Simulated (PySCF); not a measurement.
Compound: (ClSi)4CH26 adamantane, C6H12Cl4Si4.
Structure used (PBE0-D3(BJ)/def2-SVP), in Å, numbered top down from 1:
```xyz
26
C6H12Cl4Si4 angstrom
Si     0.1371   -0.6911    1.7464
Cl     0.2853   -1.4520    3.6762
C     -0.5312   -2.0092    0.5910
Si    -0.6780   -1.3320   -1.1510
Cl    -1.4154   -2.7980   -2.4304
C      1.0143   -0.7786   -1.7378
Si     1.6930    0.5469   -0.6000
Cl     3.5713    1.1487   -1.2593
C      1.8242   -0.1459    1.1377
C      0.5178    2.0093   -0.5977
Si    -1.1769    1.4777    0.0018
Cl    -2.4828    3.0985    0.0065
C     -1.0191    0.7853    1.7368
C     -1.8368    0.1414   -1.1361
H      0.1388   -2.8855    0.5985
H     -1.5193   -2.3484    0.9456
H      0.9433   -0.3881   -2.7670
H      1.7020   -1.6409   -1.7606
H      2.5203   -1.0017    1.1435
H      2.2395    0.6196    1.8151
H      0.4418    2.4231   -1.6174
H      0.9152    2.8075    0.0522
H     -0.6278    1.5639    2.4134
H     -2.0118    0.4889    2.1158
H     -2.8375   -0.1748   -0.7950
H     -1.9488    0.5411   -2.1580
```

The closed-shell ground state was solved at several levels (PySCF, density fitting, gas phase, non-relativistic).

```
           level  basis functions  total energy (Eh)  HOMO (eV)  LUMO (eV)  gap (eV)  dipole (D)
wB97X-D/pcSseg-1              354         -3234.7721     -10.33       0.61     10.94        0.03
   PBE0/pcSseg-1              354         -3233.5062      -8.47      -1.15      7.32        0.03
```

**Question.** Estimate the row for PBE0/def2-SVPD, a basis of 420 functions; the other rows only guide the guess.

**Answer.** Total energy -3232.6006 Eh, HOMO -8.41 eV, LUMO -1.18 eV, gap 7.23 eV, dipole 0.03 D.

**Question.** Over all these levels, which gives the widest orbital gap and which the narrowest?

**Answer.** wB97X-D/pcSseg-1 (range-separated hybrid) has the widest, 10.94 eV, and PBE0/def2-SVPD (global hybrid, 25 % exact exchange) the narrowest, 7.23 eV. Functional and basis both differ between the two, so the spread mixes both effects.

**Question.** How far do the dipole and the HOMO energy spread over the levels?

**Answer.** The dipole runs from 0.03 to 0.03 D (mean 0.03 D) and the HOMO from -10.33 to -8.41 eV.

One conformer stands for the species.

The pairwise dispersion term of wB97X-D wasn't added to the energies; at a given geometry it leaves orbitals and properties as they are.
